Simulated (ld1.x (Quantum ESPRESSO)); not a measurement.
**Which change was made? (Hg, RRKJ)**

Hg (Z = 80), norm-conserving RRKJ (Kleinman–Bylander form), made with ld1.x (Quantum ESPRESSO) 7.5 (LDA (PZ), fully relativistic). Core [Kr] 4d10 4f14 5s2, reference 5p6 5d10 6s2 6p0. Waves: 6s (bound): rc 1.95 bohr; 5p (bound): rc 1.70 bohr; 5d (bound): rc 1.80 bohr. Local part: all-electron potential smoothed inside 1.65 bohr (lloc = -1). Core correction: none. rho0 = 0.005.

Open shells are filled in proportion to 2j + 1 (rel_dist='average').

Cutoffs, loose and tight: the cutoffs (Ry, on a coarse ladder) from which the occupation-weighted sum of valence levels, in a spherical-Bessel basis at the reference potential, stays within 10 and 1 mRy of its value at 400 Ry. They do not see the model core or the augmentation charge, which bear on the density cutoff. Test errors are all-electron minus pseudo excitation energies from the reference, over the configurations 5p6 5d10 6s1 6p0; 5p6 5d10 6s0 6p0; 5p6 5d9 6s0 6p0; 5p6 5d10 6s0 6p1; 5p6 5d9 6s2 6p1; 5p6 5d10 6s0 6p2; 5p6 5d10 6s1 6p1; variants that change the core or the reference have their own tests.

The base gives: outcome: generated; cutoff, loose: 45 Ry; cutoff, tight: 50 Ry; bound ghosts: s; largest test error (meV): -309.

**Question.** After one change the result is: outcome: generated, misses its reference levels by 0.34 eV; cutoff, loose: 45 Ry; cutoff, tight: 50 Ry; bound ghosts: s; largest test error (meV): +262. Which change was it?
A. local potential the s channel
B. reference 5p6 5d10 6s1.5 6p0.5
C. core [Xe] 4f14, valence charge 12; reference 5d10 6s2 6p0; waves now 6s (bound): rc 1.70 bohr; 6p (bound): rc 3.25 bohr; 5d (bound): rc 1.20 bohr; local potential all-electron potential smoothed inside 2.05 bohr (lloc = -1)

**Answer.** B. The others give: local potential the s channel → outcome: generated; cutoff, loose: 45 Ry; cutoff, tight: 50 Ry; bound ghosts: none; largest test error (meV): -1687 | core [Xe] 4f14, valence charge 12; reference 5d10 6s2 6p0; waves now 6s (bound): rc 1.70 bohr; 6p (bound): rc 3.25 bohr; 5d (bound): rc 1.20 bohr; local potential all-electron potential smoothed inside 2.05 bohr (lloc = -1) → outcome: failed: compute_chi: n is too large.
